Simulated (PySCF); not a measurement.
AlH4O2P, SMILES [OH][Al]([OH])[PH2].

The structure is a stationary point at TPSSh-D3(BJ)/def2-SVP. The values are those of a single conformer.

These are r2SCAN/def2-TZVP in PySCF values and carry that method's errors.

Isolated molecule, no solvent.

**Question.** Estimate the frontier levels, gap, dipole moment and polarisability. (The exact figures need the calculation; the answer reports its results.)

**Answer.** 
| Property | Value |
|---|---|
| highest occupied level | -6.51 eV |
| lowest empty level | -0.80 eV |
| orbital gap | 5.72 eV |
| dipole moment | 2.76 D |
| quadrupole, principal values (traceless, Buckingham form, about the centre of nuclear charge) | -7.13, -1.64, 8.77 D·Å |
| mean static polarisability | 58.3 bohr³ (8.64 Å³) |
| polarisability, principal values | 48.0, 55.3, 71.6 bohr³ |
